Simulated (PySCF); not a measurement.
CH6OSn, SMILES C[O][SnH3]. Atoms are numbered in the order given.

```xyz
9

Sn     0.0303    -0.5913     0.0000
O     -0.6402     1.2958     0.0000
C      0.2577     2.3737     0.0000
H      0.9779    -0.8186    -1.4208
H     -1.4093    -1.5148     0.0000
H      0.9779    -0.8186     1.4208
H      0.9165     2.3952     0.8939
H      0.9165     2.3952    -0.8939
H     -0.3201     3.3153     0.0000
```

Geometry optimised at B3LYP-D3(BJ)/def2-SVP. The def2 effective core potentials stand for the cores of Sn; spin–orbit coupling is left out.

The numbers are results of B3LYP/def2-TZVPD (PySCF), not measurements.

Mulliken values depend strongly on the basis, most of all with diffuse functions as here. ESP charges are fitted to the potential on shells at 1.4 to 2.0 van der Waals radii. Atomic charges (e):

```json
[
 {"atom": "Sn1", "ESP fit": "0.48", "Mulliken": "0.70"},
 {"atom": "O2", "ESP fit": "-0.35", "Mulliken": "-0.59"},
 {"atom": "C3", "ESP fit": "-0.18", "Mulliken": "-0.50"},
 {"atom": "H4", "ESP fit": "-0.08", "Mulliken": "-0.11"},
 {"atom": "H5", "ESP fit": "-0.07", "Mulliken": "-0.10"},
 {"atom": "H6", "ESP fit": "-0.08", "Mulliken": "-0.11"},
 {"atom": "H7", "ESP fit": "0.08", "Mulliken": "0.25"},
 {"atom": "H8", "ESP fit": "0.08", "Mulliken": "0.25"},
 {"atom": "H9", "ESP fit": "0.10", "Mulliken": "0.21"}
]
```
